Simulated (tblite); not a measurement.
Species: C4H11BO2.
Z-matrix (Å and degrees, GFN2-xTB geometry), rows numbered from 1:
```
C 
O   1  1.4049
B   2  1.3271  1  124.96
C   3  1.5890  2  118.41  1  -179.97
C   4  1.5234  3  115.07  2     1.27
O   5  1.4146  4  108.99  3  -179.91
C   6  1.4001  5  113.13  4  -179.58
H   1  1.0938  2  111.78  3    -0.68
H   1  1.0925  2  108.73  3  -121.56
H   1  1.0927  2  108.73  3   120.07
H   3  1.1846  2  121.55  1    -0.07
H   4  1.0922  3  109.87  2  -120.89
H   4  1.0921  3  109.98  2   123.62
H   5  1.1006  4  110.24  3    59.49
H   5  1.1007  4  110.30  3   -59.23
H   7  1.0887  6  106.84  5   179.91
H   7  1.0986  6  111.45  5    60.53
H   7  1.0985  6  111.39  5   -60.67
```

Computed values, GFN2-xTB/tblite, gas phase, harmonic and unscaled. The method is semi-empirical: single wavenumbers can be off by several per cent or more. Modes of hydrogen on boron can be 10 to 20 % off. One conformer, not necessarily the lowest.

Harmonic wavenumbers (cm⁻¹): 57.6, 81.2, 86.4, 114.4, 144.8, 196.6, 233.3, 240.1, 306.3, 434.9, 566.7, 648.2, 817.0, 854.0, 953.0, 983.5, 994.9, 1091.0, 1105.5, 1114.3, 1131.0, 1133.8, 1157.5, 1170.2, 1176.0, 1259.6, 1261.7, 1336.0, 1354.6, 1408.7, 1415.3, 1470.4, 1471.9, 1473.0, 1475.5, 1494.3, 1500.7, 2500.8, 2841.9, 2875.3, 2877.9, 2903.1, 2948.0, 2963.7, 2967.6, 2975.5, 2989.6, 3021.0.

A = 7449, B = 976.5, C = 882.4 MHz; mass 102.085 u (most abundant isotopes); point group Cs, symmetry number 1.

Q: What is the zero-point energy?

A: ½Σν̃ = 32789 cm⁻¹ = 392.25 kJ/mol.

Q: Entropy at 298.15 K, 1 bar (ideal gas, RRHO, classical rotation)?

A: Translation 166.55, rotation 118.43, vibration 118.52: S = 403.5 J/(mol K).

Q: And Cp and H(298.15 K) − H(0)?

A: Cp = 141.80 J/(mol K), of which vibrations give 108.54 (their classical limit is 48 R = 399.1); H(298.15 K) − H(0) = 27.81 kJ/mol without the zero-point energy, 17.90 from vibrations.

Q: Blend soft modes into free rotors: weight 1/[1 + (100 cm⁻¹/ν̃)⁴] for the oscillator and the rest for a rotor with moment μB/(μ + B), μ = h/(8π²ν), B = 10⁻⁴⁴ kg m². What vibrational entropy results?

A: 109.08 J/(mol K) in place of 118.52, which changes −T·S at 298.15 K by +2.82 kJ/mol.

Q: What must be added to the electronic energy to get the Gibbs energy at 298.15 K and 1 bar?

A: ZPE + [H(298.15 K) − H(0)] − T·S = 392.25 + 27.81 − 120.30 = 299.76 kJ/mol.

Q: How do the functions run with temperature in this model?

A: 
```
T (K)  S (J/(mol K))  Cp (J/(mol K))  H − H(0) (kJ/mol)  G − H(0) (kJ/mol)  ln q(vib)
  150          323.6            98.0              10.23             -38.32       3.20
  250          380.0           125.9              21.37             -73.62       5.85
  400          450.2           177.9              44.09            -135.99       9.44
  600          534.6           239.8              86.15            -234.63      13.96
  900          644.8           302.7             168.28            -412.01      20.36
```

q(vib) and H(0) count from the zero-point level.

Q: Which modes carry the vibrational entropy at 298.15 K?

A: 57.6 cm⁻¹: 18.99; 81.2 cm⁻¹: 16.16; 86.4 cm⁻¹: 15.65; 114.4 cm⁻¹: 13.36; 144.8 cm⁻¹: 11.46; 196.6 cm⁻¹: 9.06 J/(mol K); the other 42 give 33.85 together.

Hindered rotation and anharmonicity are outside this model. Other conformers, if any are populated, would add a mixing term that is left out.

On an Arm Neoverse V2 with one thread, no GPU, shared host with 96 logical CPUs at a one-minute load of 27, this took 0.38 s wall. This covers the Hessian and the dipole derivatives.
